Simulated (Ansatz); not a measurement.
Input for Ansatz (a first-principles code): R-PBE0/def2-TZVPP on CH6SSi (SMILES CS[SiH3]), a point of a torsion scan.

Ansatz 0.2 input:
```yaml
crystal:
  periodic: [false, false, false]
  atoms:
    - {symbol: C, position_ang: [1.52352571, -0.08967806, 0.10646840]}
    - {symbol: S, position_ang: [0.30799270, 0.71258257, -0.98859997]}
    - {symbol: Si, position_ang: [-1.52718200, 0.11248645, -0.06038040]}
    - {symbol: H, position_ang: [1.35547086, -1.16187997, 0.11587059]}
    - {symbol: H, position_ang: [2.50404485, 0.12886831, -0.30262077]}
    - {symbol: H, position_ang: [1.44155668, 0.31892883, 1.10894624]}
    - {symbol: H, position_ang: [-1.77664675, 0.97018955, 1.09387004]}
    - {symbol: H, position_ang: [-1.36265698, -1.27681467, 0.35210624]}
    - {symbol: H, position_ang: [-2.51962340, 0.28870484, -1.10377706]}
basis:
  gaussian:
    orbitals: def2-TZVPP
hamiltonian:
  xc: {name: PBE0}
scf: {lower_state_search: off}
```

The head of its log:

```
WARN ansatz: RAYON_NUM_THREADS=1 ignored (pool sized by the plan → 1); use --threads N
Functional definition: PBE0
these checks for a lower state are left out or cut short: stability, starts, cluster_reference, orbital_swaps, neighbouring_geometries, increment
integrals: 0.11 GiB planned
1140 factors; their error is unknown
mean field: 0.96 GiB planned
mean field evaluation 1: about -19837.1400 eV, gradient 4.0e1 eV
mean field evaluation 2: about -19835.5507 eV, gradient 4.5e1 eV
```

Task: What total energy does the run end on?

Result: -729.1346 hartree.
